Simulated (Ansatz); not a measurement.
Ligand exchange: MgHCl + InH2(NH2) → MgH(NH2) + InH2Cl

Species: MgHCl `[MgH][Cl]`, singlet; InH2(NH2), singlet; MgH(NH2), singlet; InH2Cl `[Cl][InH2]`, singlet. The partners trade Cl for NH2: Mg–Cl and In–NH2 bonds give way to Mg–NH2 and In–Cl.

Shapes, held fixed at every level: PBE0-D4/def2-TZVP. Programs: Ansatz 0.2.0. The zero-point and thermal change to 298 K, harmonic and unscaled (PBE0-D4/def2-TZVP), is -2.8 kJ/mol.

```
               level                   kind  ΔH(298 K) (kJ/mol)  less CCSD(T)/def2-TZVPP  CPU time (sum over the molecules)
r2SCAN-D4/def2-TZVPP               meta-GGA               +33.4                     -1.4                               16 s
 B3LYP-D4/def2-TZVPP          global hybrid               +31.0                     -3.8                               11 s
 BHLYP-D4/def2-TZVPP          global hybrid               +31.5                     -3.3                              8.5 s
      MP2/def2-TZVPP    perturbation theory               +35.1                     +0.3                                  –
    CCSD(T)/def2-SVP  coupled cluster or CI               +38.1                     +3.3                              5.1 s
       CCSD/def2-SVP  coupled cluster or CI               +37.0                     +2.2                                  –
  CCSD(T)/def2-TZVPP  coupled cluster or CI               +34.8                      0.0                               38 s
```

The highest level, CCSD(T)/def2-TZVPP, gives ΔH(298 K) = +34.8 kJ/mol; the levels span +31.0 to +38.1. The column of differences is taken from that level and isn't an error. No measured value is set beside it here. For atoms past krypton def2 sets carry core potentials with scalar relativity. Outer-core shells of In, Mg are correlated in most correlated rows, in sets that cover them unevenly. Times are processor times on shared x86 and Arm servers, and rough.
